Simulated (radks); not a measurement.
Results of a calculation; reference values are marked as such.
Effect of the nuclear size on the platinum ion Pt2+, [Xe] 4f14 5d8. Level of theory: Dirac Kohn-Sham, BLYP, spin-unpolarised, spherical densities, finite nucleus; open shells are shared between the two j in proportion to 2j + 1; Fermi nuclear charge, rms radius 5.427 fm (a radial shooting solver on a logarithmic mesh with Libxc functionals). The rms radius is varied about that value; shifts are against it.

rms radius (fm),total energy shift (eV),density at nucleus (e/bohr^3),1s1/2 shift (meV),2s1/2 shift (meV),5s1/2 shift (meV),5p1/2 shift (meV),5d5/2 shift (meV),6s1/2 (empty) shift (meV),6p1/2 (empty) shift (meV)
4.8029,-19.1,2.071e+06,-7670,-1120,-12.5,-0.241,0.114,-1.62,-0.073
5.1122,-9.81,2.022e+06,-3940,-577,-6.42,-0.124,0.059,-0.833,-0.037
5.427,0,1.975e+06,0.000,0.000,0.000,0.000,0.000,0.000,0.000
5.8666,14.3,1.916e+06,5740,840,9.36,0.182,-0.086,1.21,0.055
6.7241,44.1,1.816e+06,17700,2590,28.9,0.564,-0.265,3.74,0.169

Slopes of the eigenvalues against <r^2> in GHz/fm^2, as finite differences over the two radii next to the reference (eigenvalue slopes, not the field-shift constants of lines): 1s1/2 283000, 2s1/2 41400, 5s1/2 461, 5p1/2 8.94, 5d5/2 -4.22, 6s1/2 (empty) 59.7, 6p1/2 (empty) 2.69.
